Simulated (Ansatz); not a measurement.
Compare A (`O=C[O][SnH3]`) with its isomer B (`O=[CH][SnH2][OH]`).

Computed with Ansatz on PBE0-D4/def2-TZVP structures; ΔE is electronic, products minus reactants. CCSD(T)/CBS adds triple-zeta CCSD(T) − MP2 to the extrapolated MP2 energy (def2 sets, frozen cores). Functionals use def2-TZVPP. B3LYP here is the variant with VWN-RPA as its local correlation; programs differ in this. def2 core potentials past Kr. For Sn outer-core shells are correlated without core-valence functions, which leaves a few kJ/mol of doubt a bond. One conformer a species, not always the lowest.

A:

Z-matrix (Å, degrees):
```
Sn
C 1 2.738
O 1 2.055 2 27.0
H 1 1.695 2 95.7 3 -121.4
H 1 1.705 2 123.6 3 0.0
H 1 1.695 2 95.7 3 121.4
O 2 1.213 1 77.9 3 180.0
H 2 1.100 1 159.4 3 -0.0
```

B:

Z-matrix (Å, degrees):
```
Sn
C 1 2.210
O 1 1.961 2 99.2
H 1 1.708 2 113.9 3 115.0
H 1 1.708 2 114.0 3 -115.0
O 2 1.200 1 116.9 3 -0.3
H 2 1.114 1 123.1 3 179.7
H 3 0.963 1 109.3 2 0.3
```

(1) Which isomer does CCSD(T)/CBS put lower? Give the gap. (Estimate.)

(2) Give E(B) − E(A) in kcal/mol with PBE-D4, HF/def2-TZVPP, B3LYP-D4, BLYP-D4, MP2/def2-TZVPP, CCSD/def2-TZVPP, B2PLYP. (Best estimate.)

(3) Does the order hold for the free energy at 298.15 K (harmonic terms from PBE0-D4)? (An estimate is asked.)

Largest T1 diagnostic: 0.017.

Results:

(1) Ansatz gave: A, by 21.4 kcal/mol.

(2) Computed: PBE-D4 23.1, HF/def2-TZVPP 25.8, B3LYP-D4 22.7, BLYP-D4 21.4, MP2/def2-TZVPP 23.0, CCSD/def2-TZVPP 22.6, B2PLYP 23.0. None reverses the order clearly.

(3) The calculation gave: Yes: G(B) − G(A) = +20.8 kcal/mol, for one conformer each.

In def2-TZVPP, CCSD(T) changes the Hartree–Fock value by −3.0 kcal/mol (the triples alone add +0.2 kcal/mol) and MP2 by −2.8 kcal/mol. From PBE to PBE0 (25 % exact exchange), in def2-TZVPP and without D4, E(B) − E(A) moves by +1.1 kcal/mol.
